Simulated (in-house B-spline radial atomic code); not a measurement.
Response and correlation of Au XVIII (Au17+)

Closed shell [Kr] 4d10 4f14 5s2. Computed with a B-spline radial code for spherical atoms: Dirac-Hartree-Fock, relativistic RPA (time-dependent Dirac-Hartree-Fock) for the response and second-order many-body perturbation theory for correlation, no-pair Dirac-Coulomb Hamiltonian, finite nucleus.

Command:
```bash
python run_mb.py task.json out
```
Settings (nuclear radius in fm, box in bohr, cutoff in hartree):
```
basis_form          2
Z                   79
core_configuration  [Kr] 4d10 4f14 5s2
rms_radius          5.4371
mass_number         197
speed_of_light      137.036
box_radius          4.457
lmax                7
intervals           58
virtual_cutoff      156025.0
```

Time taken, with all properties: 16 s on 1 thread of Intel(R) Xeon(R) 6975P-C, on a shared host.

```tsv
multipole (bohr³, bohr⁵, bohr⁷)	uncoupled	coupled RPA
dipole	0.49683	0.46871
quadrupole	0.18301	0.20412
octupole	0.10753	?
```

(1) What is the coupled octupole polarisability?

(2) Which subshells carry the dipole polarisability?

(3) What does the dipole shielding factor come to?

Dipole polarisability at imaginary frequency:

| u (Eh) | α(iu) (bohr³) |
| --- | --- |
| 0 | 0.4687 |
| 1.53 | 0.3494 |
| 3.82 | 0.2007 |
| 7.64 | 0.1166 |
| 11.5 | 0.08103 |
| 15.3 | 0.06058 |
| 22.9 | 0.03767 |
| 30.5 | 0.02568 |
| 38.2 | 0.01856 |
| 53.5 | 0.01107 |
| 76.4 | 0.00622 |
| 115 | 0.003118 |
| 153 | 0.001895 |
| 229 | 0.0009169 |
| 382 | 0.0003527 |
| 764 | 9.246e-05 |

(4) What dispersion coefficients follow for two such ions (the dispersion part alone)?

Lowest J = 1 odd-parity excitations:

```json
{"energy (eV)": "37.603", "oscillator strength": "0.162", "leading channel": "5s1/2 → p1/2", "weight": "0.969"}
{"energy (eV)": "66.619", "oscillator strength": "1.46", "leading channel": "5s1/2 → p3/2", "weight": "0.958"}
{"energy (eV)": "141.94", "oscillator strength": "0.000531", "leading channel": "4f5/2 → d3/2", "weight": "0.46"}
{"energy (eV)": "146.1", "oscillator strength": "0.58", "leading channel": "4f5/2 → d3/2", "weight": "0.503"}
{"energy (eV)": "147.45", "oscillator strength": "0.49", "leading channel": "4f5/2 → d5/2", "weight": "0.652"}
{"energy (eV)": "214.18", "oscillator strength": "0.0977", "leading channel": "5s1/2 → p1/2", "weight": "0.997"}
{"energy (eV)": "224.3", "oscillator strength": "0.0777", "leading channel": "5s1/2 → p3/2", "weight": "0.996"}
{"energy (eV)": "269.48", "oscillator strength": "0.0186", "leading channel": "4f7/2 → d5/2", "weight": "0.9"}
```

Second-order correlation energy by the highest angular momentum of the excited pair (hartree): s -0.03069, p -0.2931, d -0.7298, f -1.364, g -1.157, h -0.4143, i -0.1921, k -0.09679.

(5) What is the second-order correlation energy at the partial-wave limit?

Answers

(1) 0.11707 atomic units, +9 % against the uncoupled value.

(2) 5s1/2 81.6 %, 4f7/2 9.3 %, 4f5/2 6.8 %.

(3) The dipole shielding factor is 0.784, against the exact N/Z = 62/79 = 0.785 of the non-relativistic theorem.

(4) C6 = (3/π)∫α(iu)²du = 0.5878 hartree·bohr⁶ and C8 = 1.554 hartree·bohr⁸.

(5) The listed waves sum to -4.2778 hartree; extrapolating the increments as (l + 1/2)⁻⁴ gives -4.4757 hartree, -1.96 eV per electron.
